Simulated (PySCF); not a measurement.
**Electron correlation in Pd²⁺ (palladium, charge +2)**

[Kr] 4d8, high-spin 3F determinant. Computed with PySCF 2.14 in def2-QZVPPD with the def2 core potential (28 electrons) (7s5p4d4f2g, 88 functions), with scalar relativity through the core potential. Frozen: nothing; 16 electrons correlated.

MP2 pair energies summed by pair of shells (mhartree):

```json
{"pair": "4d-4d", "energy": "-227.14", "share (%)": "41.7"}
{"pair": "4p-4d", "energy": "-190.39", "share (%)": "34.9"}
{"pair": "4p-4p", "energy": "-59.05", "share (%)": "10.8"}
{"pair": "4s-4d", "energy": "-33.16", "share (%)": "6.1"}
{"pair": "4s-4p", "energy": "-30.35", "share (%)": "5.6"}
{"pair": "4s-4s", "energy": "-5.05", "share (%)": "0.9"}
```

Total MP2 correlation energy: -545.14 mhartree.

Same-spin part -165.28 and opposite-spin part -379.86 mhartree; SCS-MP2 scales them by 1/3 and 6/5 to -510.93 mhartree.

The basis has no tight functions for the innermost shells, so their pair energies are far from complete.

This basis was not built for core-valence correlation, so the inner-shell part is incomplete.
